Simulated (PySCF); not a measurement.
Simulated outer-valence photoelectron spectrum of `BNBBr`. Method used: EOM-IP-CCSD/aug-cc-pVDZ in PySCF, restricted Hartree–Fock reference, 12 core orbitals frozen, non-relativistic, gas phase, PBE0-D3(BJ)/def2-SVP geometry.

Each root has a Gaussian of 0.6 eV full width with its one-hole share as area; cross sections and vibrations are left out, and the highest printed point is 100.

(ionisation energy (eV), intensity): (10.0, 1), (10.2, 5), (10.4, 21), (10.6, 53), (10.8, 76), (11.0, 63), (11.2, 30), (11.4, 8), (11.6, 2), (11.8, 4), (12.0, 18), (12.2, 50), (12.4, 86), (12.6, 100), (12.8, 76), (13.0, 37), (13.2, 11), (13.4, 2), (13.6, 0), (13.8, 2), (14.0, 9), (14.2, 25), (14.4, 39), (14.6, 34), (14.8, 23), (15.0, 27), (15.2, 39), (15.4, 35), (15.6, 17), (15.8, 4), (16.0, 1), (16.2, 0), (16.4, 0), (16.6, 0), (16.8, 0), (17.0, 0), (17.2, 0), (17.4, 0), (17.6, 1), (17.8, 7), (18.0, 21), (18.2, 37), (18.4, 34), (18.6, 17), (18.8, 5), (19.0, 1)

**Question.** Where are the maxima, and how many lines lie under the curve?

**Answer.** 5 maxima, at 10.8, 12.6, 14.5, 15.3 and 18.3 eV, from 8 lines. At this width some lines have no maximum of their own.

**Question.** List the lines with their holes.

**Answer.** 
| E (eV) | leading hole (HF orbital) | area | Koopmans (eV) |
| --- | --- | --- | --- |
| 10.75 | HOMO | 0.96 | 11.32 |
| 10.91 | HOMO-1 | 0.95 | 11.49 |
| 12.36 | HOMO-2 | 0.96 | 13.08 |
| 12.59 | HOMO-4 | 0.94 | 13.51 |
| 12.74 | HOMO-3 | 0.96 | 13.48 |
| 14.45 | HOMO-5 | 0.94 | 15.65 |
| 15.27 | HOMO-6 | 0.94 | 16.39 |
| 18.28 | HOMO-7 | 0.91 | 20.07 |

The widest gap, 3.01 eV, lies between 15.27 and 18.28 eV. Only orbitals with −ε under 21 eV, eight at most, were ionised, so the high end of the curve may lack lines.

On one thread of an Arm Neoverse V2, no GPU (shared host), this took 3.5 min.

Conformer computed: `[BH2:1][NH:2][BH:3][Br:4]`: B1–N2–B3–Br4 -179°.

One conformer stands for the species.
